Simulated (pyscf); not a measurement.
:N–F (SMILES [N]F) [triplet] + F–SiH₂–F (SMILES F[SiH2]F) -> •HN–F (SMILES [NH]F) + F–SiH•–F (SMILES F[SiH]F), a hydrogen abstraction (triplet surface; H–Si broken, H–N formed). PySCF, gas phase, ωB97X-D3(BJ)/def2-SVP geometries. Energies in eV from the separated reactants.

Small-basis levels: PySCF, no dispersion term, spherical d functions. Open shells are spin-unrestricted. 

Task: Quick HF/3-21G single points give ΔE‡ = 1.88 eV and ΔE = +1.58 eV. What does ωB97M-D3(BJ)/def2-TZVP give, and how far is the quick result from it?

Result: ωB97M-D3(BJ)/def2-TZVP gives ΔE‡ = 1.12 eV and ΔE = +0.94 eV. HF/3-21G lies 0.76 eV over it in the barrier and 0.64 eV over it in the reaction energy, so on this step it does not hold to within 0.13 eV. ωB97M-D3(BJ)/def2-TZVP has limits of its own. •HN–F + F–SiH•–F also meet on a surface of lower spin, which isn't treated here. This is the saddle that the search found; another between the same sides may lie lower. The angle at the transferred H is 168°.
